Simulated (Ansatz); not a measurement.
Potential energy curve for GeNa (anion, charge -1), lowest triplet found (which spin is the ground state isn't settled by this scan).

Level of theory: Ansatz (a quantum-chemistry and plane-wave program) with full CI/aug-cc-pVDZ, cores with 3d frozen.

**Question.** Relative to R = 3.09 Å, what are the energies at R = 2.47, 2.71, 2.79, 5.68 Å?

**Answer.** 0.407 eV at 2.47 Å, 0.098 eV at 2.71 Å, 0.049 eV at 2.79 Å, 0.742 eV at 5.68 Å.

Where the anion isn't bound against loss of the electron, the finite basis alone holds it. Also computed but left out beside FCI, since their determinant holds another spin at the minimum (<S²> over 0.7 above the pure value): UHF, UMP2, UCCSD, UCCSD(T), UCCSDT, UCCSDT(Q), UHF/LANL2DZ.
